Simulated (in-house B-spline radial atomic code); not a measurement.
Removing one electron from Mo XLI (Mo40+)

Closed shell 1s2. Computed with an all-electron radial atomic-structure program (B-spline basis): Koopmans values of Dirac-Hartree-Fock plus a diagonal self-energy, in second order or with its direct term screened (direct RPA, with the hole-particle interaction, or full time-dependent Hartree-Fock), linearised in energy; no-pair Dirac-Coulomb Hamiltonian, finite nucleus. Shifts add to the Koopmans value (the ΔSCF shift is orbital relaxation alone); the final value takes TDHF screening with Breit and QED.

Command:
```bash
python run_mb.py task.json out
```
Settings (nuclear radius in fm, box in bohr, cutoff in hartree):
```
basis_form          2
Z                   42
core_configuration  1s2
rms_radius          4.4091
mass_number         98
speed_of_light      137.036
box_radius          2.947
lmax                7
intervals           57
virtual_cutoff      7056.0
```

Run time, properties included: 0.4 s on 1 thread of Arm Neoverse V2, with other jobs on the host.

Energies in eV:

```tsv
subshell	Koopmans	ΔSCF shift	second order	direct RPA	hole-particle	TDHF	Breit + QED	final
1s1/2	23855.87	-1.643	?	?	?	?	?	?
```

Q: What does the self-energy do to 1s1/2?

A: It shifts the removal energy by -0.471 eV in second order, -0.433 with direct RPA, -0.481 with the hole-particle term and -0.489 with TDHF screening (quasi-particle weight 1.000); Breit and QED add -45.572 eV. The final value is 23809.81 eV, against 23810.653 ± 0.009 eV (NIST, tabulated theory). Recoil and two-electron QED terms are left out.
